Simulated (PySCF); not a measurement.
**Two-component Hartree-Fock for Be (beryllium, neutral)**

Start: [He] 2s2. Calculated with PySCF 2.14 in an uncontracted even-tempered set (18 s from 0.019 bohr⁻², ratio 2.6; 11 p from 0.025 bohr⁻², ratio 2.6; 6 d from 0.17 bohr⁻², ratio 2.8; 5 f from 0.26 bohr⁻², ratio 2.8): generalised Hartree-Fock with the X2C-1e Hamiltonian and a Gaussian nucleus; spin-orbit coupling (SO) screened by Boettger's factors.

```tsv
spinor shell	electrons	ε, screened SO (eV)	weight of nominal j (screened SO)	rms radius, screened SO (bohr)
1s1/2	2	-128.80	1.000	0.483
2s1/2	2	-8.417	1.000	2.90
```

```json
{"quantity": "E (hartree)", "screened SO": "-14.57550"}
{"quantity": "M_J", "screened SO": "0"}
{"quantity": "⟨J²⟩", "screened SO": "0.000"}
{"quantity": "⟨L²⟩", "screened SO": "0.000"}
{"quantity": "⟨S²⟩", "screened SO": "0.000"}
```
